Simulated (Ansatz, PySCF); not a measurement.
C3H8O2Si, SMILES C=C[Si@@H](O)OC.

Geometry: PBE0-D3(BJ)/def2-SVP. The structure was generated by enumeration; whether it is a known compound was not checked. The values are those of a single conformer.

Vertical ionisation energy (IE) and electron affinity (EA) in eV. Rows of orbital energies are one-electron estimates. Where ΔSCF, EOM or ADC give a negative EA the extra electron is unbound and the value depends on the basis.

```
level                                                                  IE     EA
-------------------------------------------------------------------  ----  -----
−ε(HOMO), −ε(LUMO), CAM-B3LYP/def2-TZVP (PySCF)                      9.31  -0.51
−ε(HOMO), −ε(LUMO), PBE/def2-TZVP (PySCF)                            6.57   1.62
ΔSCF, PBE0/def2-SVPD (Ansatz), final states of multiplicity 2 and 2   ___    ___
ΔSCF, PBE/def2-SVPD (Ansatz), final states of multiplicity 2 and 2   9.49  -0.79
```

Task: Some entries are withheld; supply them. (An estimate is asked for; the answer gives what the named calculation found.)

Result: 
- ΔSCF, PBE0/def2-SVPD (Ansatz, an electronic-structure program), final states of multiplicity 2 and 2, IE: 9.93
- ΔSCF, PBE0/def2-SVPD (Ansatz), final states of multiplicity 2 and 2, EA: -1.00

Task: What vertical singlet–triplet gap does ΔSCF give with PBE0/def2-SVPD (Ansatz) and with PBE/def2-SVPD (Ansatz)? (Estimate from the structure and the level; the computed values follow.)

Result: 4.09 and 4.24 eV (triplet above singlet where positive).
